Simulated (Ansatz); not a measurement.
Frontier orbitals of CH5NTe (`NC[TeH]`).

Charge 0, multiplicity 1. Correlated methods include outer-core shells of Te, which these sets cover unevenly. Te takes the def2 core potential. Geometry: relaxed with PBE0-D4/def2-TZVP. It is one conformer, not always the lowest. Basis def2-TZVPP, Ansatz.

| functional | HOMO (eV) | LUMO (eV) | gap (eV) |
| --- | --- | --- | --- |
| PBE | -4.96 | -1.39 | 3.57 |
| revPBE | -4.91 | -1.31 | 3.60 |
| BLYP | -4.81 | -1.31 | 3.50 |
| PBE0 | -6.01 | -0.56 | 5.45 |
| LC-ωPBE | -8.56 | 1.57 | 10.13 |
| ωB97M-V | -8.13 | 1.23 | 9.36 |

A quarter of exact exchange (PBE0) shifts PBE's HOMO by −1.05 eV and its LUMO by +0.83 eV; full exchange at long range (ωB97M-V) shifts them by −3.17 and +2.62 eV. The gap opens from 3.57 to 9.36 eV, since occupied levels lose self-interaction and empty ones feel all the electrons. A positive LUMO is unbound and depends on the basis.

LC-ωPBE has ω = 0.4 bohr⁻¹.
